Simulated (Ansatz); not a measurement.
Compare A (`F[SiH]1C=CC1`) with its isomer B (`F/C=C1/C[SiH2]1`).

Gas-phase electronic energies from Ansatz, PBE0-D4/def2-TZVP geometries. CCSD(T)/CBS is the MP2 limit (def2-TZVPP, def2-QZVPP) plus CCSD(T) − MP2 in def2-TZVPP, frozen cores. DFT in def2-TZVPP. B3LYP here is the variant with VWN-RPA as its local correlation; programs differ in this.

(1) Which isomer does CCSD(T)/CBS put lower? Give the gap. (An estimate is asked.)

(2) Give E(B) − E(A) in kJ/mol with B3LYP-D4, r2SCAN-D4, ωB97M-V, PBE-D4, CCSD(T)/def2-TZVPP, MP2/def2-TZVPP, HF/def2-TZVPP. (Estimate.)

Largest T1 diagnostic: 0.013.

## Answers

(1) Ansatz gave: A, by 314.0 kJ/mol.

(2) Ansatz gave: B3LYP-D4 290.9, r2SCAN-D4 291.0, ωB97M-V 303.8, PBE-D4 274.5, CCSD(T)/def2-TZVPP 308.1, MP2/def2-TZVPP 319.4, HF/def2-TZVPP 323.5. None reverses the order clearly.

In def2-TZVPP, CCSD(T) changes the Hartree–Fock value by −15.4 kJ/mol (the triples alone add −4.2 kJ/mol) and MP2 by −4.1 kJ/mol. From PBE to PBE0 (25 % exact exchange), in def2-TZVPP and without D4, E(B) − E(A) moves by +17.8 kJ/mol.
